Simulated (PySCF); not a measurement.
Geometries of 2 isomers of BH8NPbSi, from PBE0-D3(BJ)/def2-SVP geometry optimisation, gas phase, def2 core potentials past Kr (PySCF 2.14.0). One conformer each, no zero-point energy, no frequencies.

Problem. Which isomer lies lower at this level?
A.
```xyz
12
angstrom
B     -1.327    0.932    0.076
N     -0.989   -0.400   -0.193
Si    -2.166   -1.699   -0.269
Pb     1.120   -0.885   -0.531
H     -0.476    1.800    0.114
H     -2.490    1.229    0.277
H     -1.808   -2.772    0.712
H     -3.531   -1.180    0.028
H     -2.148   -2.332   -1.626
H      1.892    0.682   -0.570
H      1.150   -1.765   -2.054
H      1.586   -1.898    0.828
```
B.
```xyz
12
angstrom
B      1.834    0.137    0.700
Pb     0.485   -1.277   -0.488
N     -1.427   -0.313   -0.736
Si    -2.142    0.832    0.327
H      1.474    1.270    0.892
H      2.902   -0.254    1.097
H      1.004   -1.554   -2.157
H      0.124   -2.858    0.217
H     -1.903   -0.549   -1.600
H     -3.558    0.496    0.697
H     -2.173    2.246   -0.185
H     -1.322    0.840    1.584
```

Solution. A. That is `B[N]([SiH3])[PbH3]`, 36.9 kcal/mol below the other.

| SMILES | atoms numbered as above | E (Eh) | relative (kcal/mol) | relative (kJ/mol) | dipole (D) |
| --- | --- | --- | --- | --- | --- |
| B[N]([SiH3])[PbH3] | [BH2:1][N:2]([SiH3:3])[PbH3:4] | -566.35862 | 0.0 | 0.0 | 2.52 |
| [BH2][PbH2][NH][SiH3] | [BH2:1][PbH2:2][NH:3][SiH3:4] | -566.29979 | 36.9 | 154.5 | 2.15 |

As drawn, the lower has a B–N bond, which the higher lacks; the higher has an N–H bond, which the lower lacks.
